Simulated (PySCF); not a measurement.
Te(tBu)(NH2), SMILES CC(C)(C)[Te]N (C4H11NTe) (GFN2-xTB optimised geometry):

```
17

Te    -1.604    -0.210     0.000
C      0.597    -0.210     0.000
C      1.037    -1.663    -0.013
C      1.086     0.517    -1.238
C      1.087     0.495     1.251
H      2.126    -1.724    -0.014
H      0.668    -2.175    -0.901
H      0.668    -2.191     0.865
H      0.766     0.005    -2.144
H      0.694     1.532    -1.252
H      2.176     0.569    -1.241
H      0.696     1.509     1.283
H      0.768    -0.034     2.147
H      2.177     0.546     1.254
N     -1.672     1.852     0.000
H     -2.177     2.191     0.810
H     -2.173     2.191    -0.812
```

Calculation: B3LYP/def2-SVP, def2 effective core potentials past Kr (PySCF).

Problem. What are the frontier orbital energies and the dipole moment?

Solution. HOMO-2 -8.05 eV, HOMO-1 -6.61 eV, HOMO -5.44 eV, LUMO -0.85 eV, LUMO+1 0.41 eV; dipole moment 0.47 D.

On the same geometry PBE/def2-SVP, def2 effective core potentials past Kr in PySCF 2.14.0 gives HOMO-2 -7.01 eV, HOMO-1 -5.63 eV, HOMO -4.60 eV, LUMO -1.50 eV, LUMO+1 -0.27 eV; dipole moment 0.56 D.
